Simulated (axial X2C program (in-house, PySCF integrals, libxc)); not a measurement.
## Potential curves of GaBr⁻, without spin–orbit coupling

Computed with an in-house relativistic program for diatomic molecules. Spin-free means the one-electron spin-free X2C Hamiltonian. Basis: Br dyall-acv3z [9s10p7d5f1g], Ga dyall-acv3z [10s10p8d5f1g] (cores contracted in-house); Gaussian nuclei, density fitting, unrestricted open shells. Masses: Br 78.918 u, Ga 68.926 u.

State: M_S = 1/2, Λ = 1 (beyond evenly filled blocks: π+α). Energies in cm⁻¹ from the fragments at the same level (Br- + Ga). Fits are polynomials in 1 − R0/R over 0.85 to 1.23 times the lowest point R0.

```json
{"R (Å)": "2.2307", "BLYP": "-5726", "CCSD(T)": "", "PBE0": "-7361"}
{"R (Å)": "2.3332", "BLYP": "-7659", "CCSD(T)": "-8092", "PBE0": "-9018"}
{"R (Å)": "2.4102", "BLYP": "-8507", "CCSD(T)": "-8960", "PBE0": "-9688"}
{"R (Å)": "2.4871", "BLYP": "-8984", "CCSD(T)": "-9437", "PBE0": "-10007"}
{"R (Å)": "2.5640", "BLYP": "-9187", "CCSD(T)": "-9628", "PBE0": "-10068"}
{"R (Å)": "2.6537", "BLYP": "-9175", "CCSD(T)": "-9593", "PBE0": "-9907"}
{"R (Å)": "2.7435", "BLYP": "-8977", "CCSD(T)": "-9366", "PBE0": "-9576"}
{"R (Å)": "2.8589", "BLYP": "-8547", "CCSD(T)": "-8897", "PBE0": "-8993"}
{"R (Å)": "2.9999", "BLYP": "-7874", "CCSD(T)": "", "PBE0": "-8158"}
{"R (Å)": "3.2050", "BLYP": "-6799", "CCSD(T)": "", "PBE0": "-6890"}
```

Correlated methods: 11 electrons correlated (number of frozen shells: Br 3 s, 2 p, 1 d; Ga 3 s, 2 p, 1 d), 337 virtual spin orbitals or spinors in MP2, 90 natural virtuals in coupled cluster.

One determinant describes the state; a PBE0 search over occupations chose it and may have missed a lower one. Dissociation energies refer to the lowest single-determinant-based atoms at the same level and basis. Coupled cluster ran in a truncated set of natural virtual spinors; the MP2 energy of the rest was added. (T) has no such correction and the atoms are truncated less, which lowers De at CCSD(T) by a hundredth of an eV or more. The highest occupied level is positive at some bond lengths even in Hartree–Fock (under at least one Hamiltonian), so the basis set holds the extra electron there; where that holds at Re the anion is at best weakly bound and its constants depend on the basis. Without a current term, density functionals place determinants with orbital angular momentum somewhat too high. With the outer-core shells frozen, correlated bond lengths of heavy atoms tend to come out a few hundredths of an ångström too long. Spin-free De lacks the spin–orbit lowering of the heavy p-block atom, a tenth of an eV or more for 4p and 5p, up to an eV for 6p and one to two eV for 7p atoms, less what an open-shell molecule gains itself. Coupled cluster ran on the points near the minimum only. MP2 and coupled cluster on one determinant become unreliable at the stretched end.

Problem. Fit the BLYP curve near its minimum: give the equilibrium distance, the harmonic wavenumber and the well depth.

Solution. At BLYP, spin-free: Re = 2.603 Å, ωe ≈ 162 cm⁻¹, De = 1.14 eV to Br- + Ga; Be follows as 0.0676 cm⁻¹.

Problem. What are Re, ωe and De at the CCSD(T) level?

Solution. At CCSD(T), spin-free: Re = 2.594 Å, ωe ≈ 167 cm⁻¹, De = 1.20 eV to Br- + Ga; Be follows as 0.0681 cm⁻¹.

Problem. What are Re, ωe and De at the PBE0 level?

Solution. At PBE0, spin-free: Re = 2.547 Å, ωe ≈ 176 cm⁻¹, De = 1.25 eV to Br- + Ga; Be follows as 0.0706 cm⁻¹.
